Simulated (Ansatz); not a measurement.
TaPt5⁻: single points at one geometry.

```yaml
crystal:
  periodic: [false, false, false]
  atoms:
    - {symbol: Ta, position_ang: [-1.735530, 1.657797, 0.341327]}
    - {symbol: Pt, position_ang: [1.375804, 0.624942, -0.209406]}
    - {symbol: Pt, position_ang: [0.214994, 2.909255, 0.161949]}
    - {symbol: Pt, position_ang: [-0.457432, -2.891972, 0.455097]}
    - {symbol: Pt, position_ang: [1.494209, -1.879317, -0.777887]}
    - {symbol: Pt, position_ang: [-0.892046, -0.420696, 0.028921]}
basis:
  gaussian: {orbitals: def2-TZVPD, initial_orbitals: start.molden}
total_charge: -1
hamiltonian: {xc: pbe, dispersion: d4}
scf: {omitted_lower_state_checks: [starts]}
output: {forces: true, orbitals: {seedname: orbitals}}
```

The file start.molden holds the orbitals of an earlier run on this structure, at another level or in another basis.

```sh
$ ansatz run in.yaml --threads 4 --pin off --events-out ev --progress --plain --max-ram 4787MiB
```

It prints (some lines left out):

```
Functional definition: PBE
2251 factors; their error is unknown
mean field evaluation 1: about -17802.1650 eV, gradient 1.1e1 eV
mean field evaluation 2: about -17802.5780 eV, gradient 1.1e0 eV
mean field evaluation 4: about -17802.6028 eV, gradient 4.1e-3 eV
mean field evaluation 8: about -17802.5968 eV, gradient 1.9e-5 eV
mean field -17802.59679817 eV, -654.2333652994 hartree, gradient 1.9e-5 eV, S^2 0.000000; 0 other end points of the search recorded, 0 dependent functions left out
reference -17802.59685988 eV, -654.2333675672 hartree; 52, 52 occupied and 206, 206 virtual orbitals, 2251 factors
Total energy: -17803.20216912 eV, -654.2556122711 hartree
Atom 0 at    -1.735530     1.657797     0.341327 Å, force    -0.536879     0.190771     0.085637 eV/Å
Atom 1 at     1.375804     0.624942    -0.209406 Å, force     0.168381    -0.047338    -0.012629 eV/Å
Atom 2 at     0.214994     2.909255     0.161949 Å, force     0.400424    -0.124650    -0.100547 eV/Å
Atom 3 at    -0.457432    -2.891972     0.455097 Å, force    -0.006294     0.185266    -0.040075 eV/Å
Atom 4 at     1.494209    -1.879317    -0.777887 Å, force    -0.095773     0.366496     0.062694 eV/Å
Atom 5 at    -0.892046    -0.420696     0.028921 Å, force     0.070142    -0.570544     0.004920 eV/Å
Dipole moment:    -0.444392     0.357264     0.102058 e Å
Checks for a lower state left out: starts
```

Hardware: 4 threads of Arm Neoverse V1 on a shared host. Wall time 11 s, peak host memory 0.55 GiB.

First input, but with `hamiltonian: {xc: r2scan, dispersion: d4}`, `output: {orbitals: {seedname: orbitals}}` (abridged; 18 s):

```
Functional definition: r2SCAN
mean field -17802.33197740 eV, -654.2236333155 hartree, gradient 2.4e-5 eV, S^2 0.000000
Total energy: -17802.44274190 eV, -654.2277038357 hartree
Checks for a lower state left out: starts
```

As the first input, with `hamiltonian: {xc: {name: wB97M-V}}`, `output: {orbitals: {seedname: orbitals}}` (abridged; 72 s):

```
Functional definition: wB97M-V
mean field -17776.13941772 eV, -653.2610745011 hartree, gradient 1.9e-5 eV, S^2 0.000000
Total energy: -17776.13949621 eV, -653.2610773857 hartree
Checks for a lower state left out: starts
```

First input, but with `hamiltonian: {xc: pbe}`, `correlation: {method: rpa}` and without the key `output` (abridged; 83 s):

```
Functional definition: PBE
mean field -17802.59679030 eV, -654.2333650101 hartree, gradient 1.8e-6 eV, S^2 0.000000; unrestricted orbitals would lower it
mean field evaluation 16: about -17637.2315 eV, gradient 2.9e1 eV
Total energy: -17735.86152760 eV, -651.7808893404 hartree
Checks for a lower state left out: starts
```

The first input with `hamiltonian: {xc: pbe0, dispersion: d4}`, `output: {orbitals: {seedname: orbitals}}` (abridged; 21 s):

```
Functional definition: PBE0
mean field -17791.37250904 eV, -653.8208802818 hartree, gradient 2.3e-5 eV, S^2 0.000000
Total energy: -17791.90047797 eV, -653.8402827822 hartree
Checks for a lower state left out: starts
```

First input, but with `hamiltonian: {xc: hse06, dispersion: d4}`, `output: {orbitals: {seedname: orbitals}}` (abridged; 14 s):

```
Functional definition: HSE06
mean field -17791.45725146 eV, -653.8239945084 hartree, gradient 1.9e-5 eV, S^2 0.000000
Total energy: -17791.97983780 eV, -653.8431992019 hartree
Checks for a lower state left out: starts
```

As the first input, with `correlation: {method: mp2}`, `output: {orbitals: {seedname: orbitals}}` and without the key `hamiltonian` (abridged; 80 s):

```
Functional definition: HF
mean field -17643.06665404 eV, -648.3707406358 hartree, gradient 5.6e-6 eV, S^2 0.000000; unrestricted orbitals would lower it
mean field evaluation 16: about -17644.2762 eV, gradient 4.6e0 eV
mean field evaluation 32: about -17644.7872 eV, gradient 2.5e-2 eV
unrestricted determinant -17644.78732321 eV, -648.4339740614 hartree, S^2 2.7748
second order -80.68710733 eV of doubles, -0.00000000 eV of singles
Total energy: -17723.75376137 eV, -651.3359371386 hartree
Checks for a lower state left out: starts
```

Geometry: PBE0-D4/def2-SVPD.

In the def2 sets Pt, Ta take a core potential; there is no spin–orbit coupling. HSE06 is defined as in plane-wave codes, on full-range PBE exchange. Correlated methods freeze no core orbitals; core or outer-core shells of Ta, Pt are correlated, in sets that lack core-valence functions. At PBE-D4/def2-TZVPD, RPA@PBE/def2-TZVPD, MP2/def2-TZVPD the restricted singlet (for correlated methods, its reference) is unstable: a solution with broken spin symmetry lies lower. The restricted singlet is unstable towards broken spin symmetry at other levels; at r2SCAN-D4/def2-TZVPD, ωB97M-V/def2-TZVPD, PBE0-D4/def2-TZVPD, HSE06-D4/def2-TZVPD this wasn't settled. No other spin state of charge -1 was run. The geometry of the singlet was relaxed on an unsound state (restricted singlet, unstable towards broken spin symmetry at other levels and untested here). Another isomer (singlet) lies 0.08 eV lower at PBE-D4/def2-TZVPD; other spin states weren't run for this one.
